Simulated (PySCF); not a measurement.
C3H5NOSi. Atoms are numbered in the order given.

```xyz
11

O     -2.1075     0.1157     0.6645
Si    -0.7689     0.3334    -0.3020
C      0.7435     1.1148     0.4621
C      1.7419     0.2258     0.3186
N      1.5043    -1.0580    -0.3053
C      0.2864    -1.2159    -0.6747
H     -1.9590    -0.2436     1.5453
H     -1.2808     0.9929    -1.5284
H      0.9092     2.0910     0.9224
H      2.7764     0.3861     0.6425
H      0.0188    -2.1624    -1.1672
```

Geometry: ωB97X-D3(BJ)/def2-SVP. The structure was generated by enumeration; whether it is a known compound was not checked. The values are those of a single conformer.

All values below come from TDA-LC-ωPBE/def2-SVPD run with PySCF.

Vertical excitations. The molecule is in vacuum.

| state | energy (eV) | λ (nm) | f | main pairs |
|---|---|---|---|---|
| S1 | 3.51 | 353 | 0.000 | HOMO→LUMO 90 % |
| S2 | 4.90 | 253 | 0.065 | HOMO−1→LUMO 90 % |
| S3 | 5.91 | 210 | 0.005 | HOMO−2→LUMO 89 % |
| S4 | 7.02 | 177 | 0.002 | HOMO→LUMO+3 26 %, HOMO→LUMO+5 24 %, HOMO−3→LUMO 22 %, HOMO−5→LUMO 8 % |
| S5 | 7.25 | 171 | 0.014 | HOMO−3→LUMO 43 %, HOMO→LUMO+3 14 %, HOMO→LUMO+5 11 % |
| S6 | 7.77 | 160 | 0.008 | HOMO→LUMO+1 40 %, HOMO→LUMO+2 18 % |
| S7 | 7.82 | 158 | 0.010 | HOMO−4→LUMO 32 %, HOMO−1→LUMO+3 28 %, HOMO−1→LUMO+5 12 %, HOMO−6→LUMO 7 % |
| S8 | 7.92 | 156 | 0.020 | HOMO−1→LUMO+2 45 %, HOMO−1→LUMO+1 24 %, HOMO→LUMO+1 10 % |
| S9 | 7.97 | 156 | 0.012 | HOMO→LUMO+2 33 %, HOMO−5→LUMO 14 %, HOMO−6→LUMO 11 %, HOMO→LUMO+3 7 % |
| S10 | 8.20 | 151 | 0.021 | HOMO−6→LUMO 45 %, HOMO−5→LUMO 13 %, HOMO−7→LUMO 8 % |
| T1 | 2.72 | 456 | 0 | HOMO→LUMO 50 %, HOMO−1→LUMO 39 % |
| T2 | 2.85 | 435 | 0 | HOMO−1→LUMO 50 %, HOMO→LUMO 39 % |
| T3 | 4.90 | 253 | 0 | HOMO−4→LUMO 30 %, HOMO−1→LUMO+5 18 %, HOMO−7→LUMO 14 %, HOMO−1→LUMO+3 12 % |
| T4 | 5.34 | 232 | 0 | HOMO−2→LUMO 82 % |
Triplets are in the Tamm–Dancoff approximation.
